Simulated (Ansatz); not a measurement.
Basis-set series for CH$_{6}$AlN$_{3}$O (`N=[C](O)[Al]([NH2])[NH2]`). Charge 0, multiplicity 1. All single points use the PBE0-D4/def2-TZVP geometry. It is one conformer, not always the lowest.

```json
{"functional": "PBE0-D4", "basis": "def2-TZVPP", "functions": "281", "energy (Eh)": "-523.40878", "HOMO (eV)": "-6.93", "LUMO (eV)": "-0.28"}
{"functional": "PBE0-D4", "basis": "def2-QZVPP", "functions": "535", "energy (Eh)": "-523.43356", "HOMO (eV)": "-7.01", "LUMO (eV)": "-0.39"}
{"functional": "ωB97M-V", "basis": "def2-TZVPP", "functions": "281", "energy (Eh)": "-523.72505", "HOMO (eV)": "-9.32", "LUMO (eV)": "1.67"}
{"functional": "ωB97M-V", "basis": "def2-QZVPP", "functions": "535", "energy (Eh)": "-523.74866", "HOMO (eV)": "-9.40", "LUMO (eV)": "1.21"}
```

**Question.** Give the rows for def2-SVP. (Best estimate.)

**Answer.** The calculation gave: 
```json
{"functional": "PBE0-D4", "basis": "def2-SVP", "functions": "118", "energy (Eh)": "-522.98282", "HOMO (eV)": "-6.59", "LUMO (eV)": "0.10"}
{"functional": "ωB97M-V", "basis": "def2-SVP", "functions": "118", "energy (Eh)": "-523.28898", "HOMO (eV)": "-8.96", "LUMO (eV)": "2.14"}
```

Positive LUMOs are unbound and depend on the basis.

Computed with Ansatz.
